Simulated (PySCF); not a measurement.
Spectrum to structure. The calculation used TDDFT CAM-B3LYP/def2-SVPD, vertical, gas phase, core orbitals frozen in the response (PySCF 2.14.0, density-fitted response routines). Geometries: GFN2-xTB, one conformer each.

| state | E (eV) | f | main configurations (H = HOMO, L = LUMO) |
| --- | --- | --- | --- |
| S1 | 6.97 | 0.279 | H→L (90%) |
| S2 | 7.21 | 0.019 | H-1→L (84%) |
| S3 | 7.35 | 0.027 | H→L+1 (78%), H-1→L+3 (11%) |
| S4 | 7.54 | 0.041 | H-1→L+1 (49%), H→L+3 (39%) |
| S5 | 7.57 | 0.112 | H→L+2 (83%) |
| S6 | 7.77 | 0.315 | H-1→L+2 (80%) |
| S7 | 8.17 | 0.024 | H-2→L (40%), H-1→L+3 (12%), H→L+3 (11%) |
| S8 | 8.20 | 0.0056 | H-2→L (30%), H→L+3 (22%), H-1→L+1 (17%) |

Triplets computed (Tamm–Dancoff): 4.46, 4.56, 7.06 eV.

Question: Which candidate is it? All have the formula C6H6F2.
A. `FCC=C=C=CCF`
B. `C=C/C(F)=C/C=C/F`
C. `C=C[C@]1(F)C=C(F)C1`

Answer: C. Its S1, at 6.97 eV, is the highest among the candidates; the nearest of the others has S1 at 4.89 eV. S1 is HOMO→LUMO (90%). Löwdin shares by element: HOMO carbon 75% or more (atoms not listed hold the other 25%); LUMO carbon 66% or more (atoms not listed hold the other 34%). At the same level the other candidates give, for their lowest levels:
- `C=C/C(F)=C/C=C/F`: 4.89 eV (f 1.079); 6.00 eV (f 0.001); 6.57 eV (f 0.007); 6.66 eV (f 0.002); 6.81 eV (f 0.004); T1 2.52 eV; HOMO -7.56, LUMO -0.60 eV
- `FCC=C=C=CCF`: 4.25 eV (f 0.001); 5.23 eV (f 0.605); 5.65 eV (f 0.013); 6.72 eV (f 0.000); 7.42 eV (f 0.001); T1 2.67 eV; HOMO -8.44, LUMO -0.95 eV

The values belong to the conformer `[CH2:1]=[CH:2][C@:3]1([F:4])[CH:5]=[C:6]([F:7])[CH2:8]1`: C1–C2–C3–F4 1°.
